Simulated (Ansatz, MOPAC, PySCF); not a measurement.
Noncovalent pair: C2H3N (SMILES CC#N) (first 6 atoms) with CH5N (SMILES CN); geometry from B3LYP-D3(BJ)/def2-TZVP, rigid monomers moved along the line of their centres of mass till H5···N8 is 4.28 Å.
(charge 0, multiplicity 1):
```xyz
13

C      0.1925     1.3018     0.1628
C     -0.6366     0.1087     0.1424
N     -1.2926    -0.8356     0.1621
H     -0.2892     2.1057    -0.3942
H      0.3242     1.6020     1.2047
H      1.1636     1.0938    -0.2870
C      1.0385    -0.7217     5.4882
N      0.0304     0.3208     5.2825
H      1.9613    -0.2668     5.8520
H      1.2575    -1.1982     4.5320
H      0.7466    -1.5095     6.1937
H     -0.2151     0.7600     6.1616
H     -0.8180    -0.0863     4.9055
```

Monomers are frozen at their geometry in the pair; levels with a basis set take the counterpoise correction. Rows marked so take none.

Cores are frozen in the correlated methods. Rows in 6-31G*, STO-3G carry no dispersion term and start afresh at each structure (6-31G* with six Cartesian d functions). MP2/6-31G* freezes PySCF's default core. The state that AM1, PM3 reach isn't checked.

The values were computed with Ansatz (a first-principles code); MOPAC for AM1, PM3 (differences of heats of formation); PySCF for 6-31G* rows, STO-3G rows, the dispersion terms. Values without a source in brackets are computed.

Other levels give for the interaction energy: PBE/def2-TZVPPD -0.96; B3LYP/def2-TZVPPD -0.83; B3LYP-D3(BJ)/def2-TZVPPD -1.07; wB97M-V/def2-TZVPPD -1.12; CCSD(T)/aug-cc-pVDZ -1.06 kcal/mol.

Common cheap choices:

```json
[
 {"level": "AM1", "interaction energy (kcal/mol)": "-0.50"},
 {"level": "PM3", "interaction energy (kcal/mol)": "-0.46"},
 {"level": "HF/STO-3G (no counterpoise)", "interaction energy (kcal/mol)": "-0.60"},
 {"level": "HF/6-31G*", "interaction energy (kcal/mol)": "-0.96"},
 {"level": "HF/6-31G* (no counterpoise)", "interaction energy (kcal/mol)": "-1.00"},
 {"level": "BP86/6-31G* (no counterpoise)", "interaction energy (kcal/mol)": "-0.85"},
 {"level": "B3LYP/6-31G*", "interaction energy (kcal/mol)": "-0.83"},
 {"level": "MP2/6-31G* (no counterpoise)", "interaction energy (kcal/mol)": "-1.03"}
]
```
